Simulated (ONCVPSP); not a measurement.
**Cu: one change to an ONCV potential, before and after**

```json
{
  "Element": "copper (Cu)",
  "Generator": "ONCVPSP 4.0.1",
  "Type": "optimised norm-conserving Vanderbilt (ONCV)",
  "Functional": "PBE",
  "Relativity": "scalar-relativistic",
  "Frozen core": "[Ne]",
  "Valence charge": "19",
  "Reference configuration": "3s2 3p6 3d10 4s1",
  "Partial waves": "3s+4s: rc 1.25 bohr, ncon 3, nbas 6, qcut 8.1 1/bohr, 2 projectors; 3p: rc 0.90 bohr, ncon 4, nbas 9, qcut 15.7 1/bohr, 2 projectors, debl 3.6 Ha; 3d: rc 1.30 bohr, ncon 3, nbas 8, qcut 12.8 1/bohr, 3 projectors, debl 0.7 Ha",
  "Local potential": "polynomial inside 0.85 bohr (lpopt 5, dvloc0 0 Ha)",
  "Core correction": "none"
}
```

Change: d: qcut 14.7.

Cutoffs: the cutoffs (Ha) at which the residual kinetic energy of the hardest occupied pseudo-wave falls to 1 and 0.1 mHa per electron; they do not see the model core or the augmentation charge, which bear on the density cutoff. Errors are all-electron minus pseudo energies relative to the spin-unpolarised reference configuration.

Question: Predict the effect on cutoff, ghosts and configuration errors.

Answer: The potential gets neither clearly harder nor softer (66 Ha and 89 Ha → 74 Ha and 89 Ha); of the 3 tests that both files solve, the error grows in 0 and shrinks in 3 by more than 15 % and 0.3 meV (median size 4.3 → 3.6 meV); neither file shows a bound ghost.

| quantity | base | changed |
| --- | --- | --- |
| cutoff, loose | 66 Ha | 74 Ha |
| cutoff, tight | 89 Ha | 89 Ha |
| loose cutoff by channel | s 16 Ha, p 66 Ha, d 61 Ha | s 16 Ha, p 66 Ha, d 74 Ha |
| bound ghosts | none | none |
| GHOST(+) flags under 300 eV | none | none |
| tests with a reliable result | 3 of 4 | 3 of 4 |
| error for 3s2 3p6 3d10 4s0, meV [ΔE 8.15 eV] | +4.3 | +3.6 |
| error for 3s2 3p6 3d9 4s0, meV [ΔE 29.48 eV] | +0.9 | +0.6 |
| error for 3s1 3p6 3d10 4s1, meV [ΔE 122.23 eV] | -283 | -198 |
| s: phases at 1.27 bohr within 0.05 rad from the reference energy up to (Ha; the scan ends near 5) | to the end of the scan | to the end of the scan |
| p: phases at 0.91 bohr within 0.05 rad from the reference energy up to (Ha; the scan ends near 5) | to the end of the scan | to the end of the scan |
| d: phases at 1.32 bohr within 0.05 rad from the reference energy up to (Ha; the scan ends near 5) | to the end of the scan | to the end of the scan |
